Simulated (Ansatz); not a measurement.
Diatomic BTe, multiplicity 2 (lowest of 2S+1 = 2, 4 at CCSD(T)/def2-TZVPP on PBE0 minima; our sources give no spin for the ground state, which may be another). No spin–orbit coupling.

Seven points along R, fitted to fifth degree in 1/R; most abundant isotopes. In def2 and cc sets the state is the lowest found near the PBE0 minimum, followed along R.

Run with Ansatz (Gaussian basis) for Hartree–Fock, density functionals and correlated methods. Values without a source in brackets are computed. In def2 rows elements past Kr take small-core potentials, without spin–orbit coupling.

Energies at wB97X-V/def2-TZVPP:

| R (Å) | E (hartree) |
|---|---|
| 1.812148 | -292.74579891 |
| 1.860862 | -292.75214569 |
| 1.905679 | -292.75506698 |
| 1.956341 | -292.75564488 |
| 2.007003 | -292.75391898 |
| 2.065459 | -292.74973729 |
| 2.133659 | -292.74272799 |

With a reduced mass of 10.1492 u, find the minimum, the force constant and the constants.

A fifth-degree polynomial in 1/R puts the minimum at r_e = 1.9421 Å with force constant 417 N/m. Then ω_e = (1/2πc)√(k/μ) = 836 cm⁻¹ and B_e = h/(8π²cμr_e²) = 0.4404 cm⁻¹; the cubic and quartic terms give α_e = 0.0029 and ω_e x_e = 4.5 cm⁻¹.

Ansatz is a quantum-chemistry and plane-wave program.
